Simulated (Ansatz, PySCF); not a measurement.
Noncovalent pair: CH3F (SMILES CF) (first 5 atoms) with C2H3N (SMILES CC#N); geometry from B3LYP-D3(BJ)/def2-TZVP, rigid monomers moved along the line of their centres of mass till F2···H9 is 2.76 Å.
(charge 0, multiplicity 1):
```csv
atom,x (Å),y (Å),z (Å)
C,0.3729,0.5925,-0.1777
F,1.1632,-0.2915,0.5656
H,-0.1778,1.2259,0.5152
H,1.0306,1.1901,-0.8090
H,-0.3111,0.0062,-0.7914
C,0.9952,-0.2804,4.1618
C,0.0837,0.7799,3.7651
N,-0.6353,1.6154,3.4385
H,1.3429,-0.8049,3.2724
H,1.8530,0.1401,4.6871
H,0.4879,-0.9841,4.8223
```

Monomers are frozen at their geometry in the pair; levels with a basis set take the counterpoise correction.

Cores are frozen in the correlated methods.

Run with Ansatz (Gaussian orbitals); PySCF for the dispersion terms. 

PBE/def2-TZVPPD gives -2.50 kcal/mol for the interaction energy.

Where do these levels fall relative to PBE: PBE-D3(BJ)/def2-TZVPPD, r2SCAN/def2-TZVPPD, PBE0/def2-TZVPPD, wB97M-V/def2-TZVPPD, MP2/aug-cc-pVDZ, CCSD(T)/aug-cc-pVDZ.

PBE-D3(BJ)/def2-TZVPPD -0.74; r2SCAN/def2-TZVPPD -0.29; PBE0/def2-TZVPPD -0.05; wB97M-V/def2-TZVPPD -0.68; MP2/aug-cc-pVDZ -0.50; CCSD(T)/aug-cc-pVDZ -0.47 kcal/mol. 0 of 6 lie above PBE; the widest gap is to PBE-D3(BJ)/def2-TZVPPD.

Ansatz is an electronic-structure program.
